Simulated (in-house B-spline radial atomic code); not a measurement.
# Solving the quasi-particle equation for 4p of Ru⁸⁺

Configuration [Ar] 3d10 4s2 4p6, start r2SCAN; correlation leaves out the 4 deepest shells, empty levels kept to 6750 hartree. Computed with an all-electron radial atomic-structure program (B-spline basis): all electrons, scalar-relativistic (spin-free one-electron X2C), finite nucleus, each spin shell either full or empty, empty states to l = 9 with an (l + 1/2)⁻⁴ tail; G0W0 by contour deformation at full frequency.

At the mean-field level ε = -170.138 eV the matrix elements are Σx = -43.166 eV, v_xc = -34.052 eV and Σc(ε) = -1.159 eV, and the slope of the correlation self-energy is dΣc/dω = -0.0338. The quasi-particle energy solves E = ε + Σx − v_xc + Σc(E).

Task: What does the linearised equation give?

Result: Z = 1/(1 − dΣc/dω) = 1/1.0338 = 0.9673. The first-order shift is Σx − v_xc + Σc(ε) = -43.166 − (-34.052) + (-1.159) = -10.273 eV, so E ≈ ε + Z × shift = -170.138 + 0.9673 × (-10.273) = -180.075 eV.

Task: How does that compare with the full solution and with static screening?

Result: Solving the equation at full frequency dependence gives E = -180.068 eV, where Σc = -0.816 eV and the weight is 0.966; the linearised value is off by 7 meV. Leaving Z out would give -180.411 eV. Static COHSEX puts -4.152 eV in place of Σc and gives -183.404 eV, 3.34 eV deeper.
